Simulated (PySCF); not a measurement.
CH5BO3, SMILES OB(O)OC. Atoms are numbered in the order given.

```xyz
10

B      0.0414     0.5113     0.0000
O      0.8030     1.6505     0.0000
H      0.3050     2.4736     0.0000
O     -1.3345     0.4870     0.0000
H     -1.7635     1.3484     0.0000
O      0.7158    -0.6670     0.0000
C      0.0342    -1.9008     0.0000
H     -0.6065    -2.0156     0.8915
H      0.7840    -2.7061     0.0000
H     -0.6065    -2.0156    -0.8915
```
Charge 0, spin multiplicity 1.

Coordinates come from a B3LYP-D3(BJ)/def2-SVP optimisation. Other conformers were not sampled.

Level of theory: r2SCAN/def2-TZVP (PySCF).

ESP charges are fitted to the potential on shells at 1.4 to 2.0 van der Waals radii. Atomic charges (e):

| atom | Mulliken | ESP fit | Löwdin | IAO |
|---|---|---|---|---|
| B1 | 0.42 | 0.73 | -1.10 | 0.64 |
| O2 | -0.44 | -0.71 | 0.18 | -0.58 |
| H3 | 0.30 | 0.42 | 0.20 | 0.37 |
| O4 | -0.45 | -0.67 | 0.17 | -0.59 |
| H5 | 0.31 | 0.40 | 0.20 | 0.37 |
| O6 | -0.33 | -0.27 | 0.33 | -0.43 |
| C7 | -0.12 | -0.28 | -0.30 | -0.20 |
| H8 | 0.10 | 0.13 | 0.11 | 0.13 |
| H9 | 0.11 | 0.13 | 0.11 | 0.15 |
| H10 | 0.10 | 0.13 | 0.11 | 0.13 |

Computed Mayer and Wiberg (Löwdin basis) orders of the bonds:
```csv
bond,Mayer,Wiberg
B1–O2,1.28,1.96
O2–H3,0.89,0.96
B1–O4,1.25,1.93
O4–H5,0.89,0.96
B1–O6,1.26,1.83
O6–C7,0.91,1.42
C7–H8,0.97,0.93
C7–H9,0.98,0.94
C7–H10,0.97,0.93
```
